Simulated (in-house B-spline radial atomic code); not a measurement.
## Ionising Ga2+ with different functionals

Computed with a B-spline radial code for spherical atoms: four-component Dirac-Coulomb Hamiltonian, Fermi nucleus of rms radius 3.9973 fm, spin-restricted, spherical fractional occupations for the functionals. The ionisation energy is the difference of two self-consistent energies, [Ar] 3d10 4s1 → [Ar] 3d10, without Breit or QED terms; ε is the level of the shell that loses the electron (mean over j).

Hybrids are left out here: with spherical fractional occupations of an open shell their exact exchange keeps a self-interaction that integer-occupation calculations don't have.

```tsv
method	rung	ΔSCF (eV)	-ε(4s) (eV)
LDA VWN5	LDA	?	?
relativistic LDA	LDA	31.56	26.44
LDA PW92	LDA	31.60	26.47
LDA exchange-only	LDA	30.37	25.23
PBE	GGA	31.27	26.07
PBEsol	GGA	31.12	26.03
BLYP	GGA	31.54	26.26
RPBE	GGA	31.10	25.84
PW91	GGA	31.35	26.15
BP86	GGA	31.26	26.25
AM05	GGA	?	?
OLYP	GGA	30.93	25.56
```

Question: What does AM05 give?

Answer: ΔSCF 31.07 eV, and -ε(4s) = 25.99 eV.

Question: What does LDA VWN5 give?

Answer: ΔSCF 31.60 eV, and -ε(4s) = 26.47 eV.

Question: How do they compare with the NIST value?

Answer: NIST lists 30.726 eV (measured, ground level to ground level). Errors run from -0.35 to +0.87 eV; OLYP is closest (+0.21 eV), but part of that can be cancellation, since the calculations leave out Breit-QED terms, spin polarisation.
